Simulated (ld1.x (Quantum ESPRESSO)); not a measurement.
## Configuration tests for N (RRKJ)

- Element: N (Z = 7)
- Generator: ld1.x (Quantum ESPRESSO) 7.5
- Type: norm-conserving RRKJ (Kleinman–Bylander form)
- Functional: PBEsol
- Relativity: scalar-relativistic
- Frozen core: [He]
- Valence charge: 5
- Reference configuration: 2s1 2p4
- Partial waves: 2s (bound): rc 1.05 bohr; 2p (bound): rc 1.15 bohr; 3d channel at 0.15 Ry: rc 1.00 bohr
- Local potential: all-electron potential smoothed inside 0.90 bohr (lloc = -1)
- Core correction: Bessel-smoothed model core, default radius (core density twice the valence density)
- rho0: 0.005

Energies are relative to the spin-unpolarised reference configuration 2s1 2p4; without spin polarisation the order of configurations can differ from experiment.

```json
{"valence configuration": "2s2 2p3", "charge": "0", "ΔE all-electron (eV)": "-11.434", "error AE − PS (meV)": "+0.9"}
{"valence configuration": "2s2 2p2", "charge": "+1", "ΔE all-electron (eV)": "2.087", "error AE − PS (meV)": "+1.0"}
{"valence configuration": "2s2 2p1", "charge": "+2", "ΔE all-electron (eV)": "30.824", "error AE − PS (meV)": "+20"}
{"valence configuration": "2s1 2p3", "charge": "+1", "ΔE all-electron (eV)": "13.801", "error AE − PS (meV)": "-0.1"}
{"valence configuration": "2s2 2p0", "charge": "+3", "ΔE all-electron (eV)": "77.709", "error AE − PS (meV)": "+130"}
{"valence configuration": "2s1 2p0", "charge": "+4", "ΔE all-electron (eV)": "155.226", "error AE − PS (meV)": "+382"}
```

Task: What are ΔE and the potential's error for 2s2 2p2.5?

Result: ΔE = -6.372 eV all-electron; the error (AE − PS) is +0.6 meV.
